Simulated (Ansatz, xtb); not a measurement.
## CBrSi2: where a starting geometry ends

The starting geometry of this gas-phase doublet has its atoms placed at random.

```xyz
4

C     0.9701    0.3430   -1.5603
Br   -1.5469    0.8417    0.4401
Si   -0.7270   -0.3176   -1.6778
Si    1.1597   -0.3724    0.6099
```

Q: One run relaxed it with r2SCAN-D4/def2-SVP. What is a likely outcome?

A: It ends as a structure with Br2 bridging Si3 and Si4, given below by its coordinates. Contacts that close: C1–Si4 (2.29 → 1.77 Å), Br2–Si4 (2.97 → 2.61 Å).

The energy falls by 1.84 eV over 9 steps:

```csv
step,E − E(last) (eV)
1,1.839
2,0.333
3,0.059
4,0.014
5,0.004
6,0.001
7,0.000
8,0.000
9,0.000
```

Final geometry (Å):

```yaml
atoms:
  - { symbol: C, position_ang: [0.8857, 0.1451, -1.2765] }
  - { symbol: Br, position_ang: [-1.3692, 0.7446, 0.4785] }
  - { symbol: Si, position_ang: [-0.7455, -0.2491, -1.8525] }
  - { symbol: Si, position_ang: [1.0849, -0.1459, 0.4624] }
```

From the same start GFN2-xTB ends elsewhere, at `[Si]=C=[Si]Br`.

From so rough a start the end depends on the optimiser's path, so another program may land elsewhere. No frequencies were run, so the end isn't proven a minimum. Open shells are spin-unrestricted. Run with Ansatz 0.2.0, 2.7 min on 1 thread of Intel(R) Xeon(R) Processor @ 2.50GHz (Skylake/Cascade Lake), with other jobs on the host.
